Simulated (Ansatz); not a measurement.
Species: C5H4O, SMILES `c1occ2c1C2` (charge 0, multiplicity 1).

Problem. Give a relaxed geometry from PBE0-D3(BJ)/def2-TZVP in Ansatz (a quantum-chemistry and plane-wave program).

Solution. the end point of this relaxation (outside a Z-matrix the atoms follow the SMILES, hydrogens last).
Bonds (Å): C1–O2 1.370, C1–C5 1.336, C1–H7 1.078, O2–C3 1.370, C3–C4 1.336, C3–H8 1.078, C4–C5 1.423, C4–C6 1.472, C5–C6 1.472, C6–H9 1.089, C6–H10 1.089. Angles (°): O2–C1–C5 109.8, O2–C1–H7 115.2, C5–C1–H7 134.9, C1–O2–C3 106.6, O2–C3–C4 109.8, O2–C3–H8 115.2, C4–C3–H8 134.9, C3–C4–C5 106.8, C3–C4–C6 167.9, C5–C4–C6 61.1, C1–C5–C4 106.8, C1–C5–C6 167.9, C4–C5–C6 61.1, C4–C6–C5 57.8, C4–C6–H9 118.8, C4–C6–H10 118.8, C5–C6–H9 118.8, C5–C6–H10 118.8, H9–C6–H10 113.3.
